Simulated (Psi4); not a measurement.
H2BrIn (SMILES [Br][InH2]), singlet, geometry from GFN2-xTB (such geometries of metal compounds can be far from the true shape) (core potentials on In).

Input for Psi4:
```
memory 2 GB

molecule {
0 1
In   -0.51284494   -0.81904443    0.16059093
H     0.03682229   -1.92658753    1.34168865
H    -1.93351310   -1.10254259   -0.74776384
Br    0.77217408    1.23320877   -0.24179658
}

set {
  basis def2-sv(p)
}

energy('cam-b3lyp')
print_variables()
```

**Question.** What does this run give for the total energy, number of basis functions, nuclear repulsion energy, dipole moment?

**Answer.** 
| Property | Value |
|---|---|
| total energy | -2765.2972 Eh |
| number of basis functions | 62 |
| nuclear repulsion energy | 181.8934 Eh |
| dipole moment | 1.92 D |
